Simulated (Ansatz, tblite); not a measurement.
Spin states of (F)3Zr-NH-SiH3 (ZrSiNF3H4), each relaxed with PBE0-D4/def2-SVP in Ansatz. Electronic energies in the gas phase.

In the def2 sets Zr takes a core potential, while STO-3G treats all electrons; there is no spin–orbit coupling. The xTB rows come from tblite. Correlated methods freeze 9 core orbitals; core or outer-core shells of Zr are correlated, in sets that lack core-valence functions. The rows differ in basis, and correlated rows in double-zeta sets carry the largest basis error.

Singlet geometry (Cs within 0.1 Å):

```xyz
10

Zr   -1.610    0.132   -0.450
F    -1.418   -0.649   -2.178
F    -2.273   -1.202    0.740
F    -2.730    1.669   -0.489
N     0.212    0.736    0.197
Si    1.577   -0.341    0.403
H     0.391    1.714    0.428
H     2.730    0.025   -0.475
H     1.065   -1.691    0.007
H     2.055   -0.393    1.817
```

Triplet geometry:

```xyz
10

Zr    0.635   -0.781   -1.654
F    -0.959   -0.075   -2.482
F     2.179   -0.357   -2.715
F     0.949   -2.381   -0.623
N    -0.658   -0.305    0.271
Si   -0.254    0.950    1.478
H    -1.510   -0.861    0.431
H    -1.276    0.994    2.563
H    -0.195    2.234    0.725
H     1.090    0.582    2.007
```

Only these spin states were relaxed. The triplet has other bonds than the singlet, so the gap mixes isomer and spin.

Second-order perturbation terms are unreliable where d shells bring near-degenerate states, and here MP2/def2-SVP, MP2/def2-TZVP lie more than 0.4 eV from the median of the functionals without such a term.

```
            level  triplet − singlet (kJ/mol)  lowest of these
         GFN2-xTB                       448.5          singlet
        HF/STO-3G                       294.4          singlet
     HF/def2-TZVP                       264.3          singlet
 B97M-V/def2-TZVP                       366.8          singlet
PBE0-D4/def2-TZVP                       366.2          singlet
     MP2/def2-SVP                       406.5          singlet
    MP2/def2-TZVP                       420.6          singlet
 CCSD(T)/def2-SVP                       372.0          singlet
```

| state | donor atoms | mean metal–ligand distance (Å) | range (Å) | Mulliken spin on the metal (PBE0) |
| --- | --- | --- | --- | --- |
| singlet | 4 | 1.935 | 1.90–2.03 | 0 |
| triplet | 4 | 2.037 | 1.92–2.37 | 0.97 |

⟨S²⟩ at PBE0-D4/def2-TZVP: singlet 0.00 (pure 0.00), triplet 2.01 (pure 2.00).

The xTB methods have no term that favours high spin, so they put low spin too low.
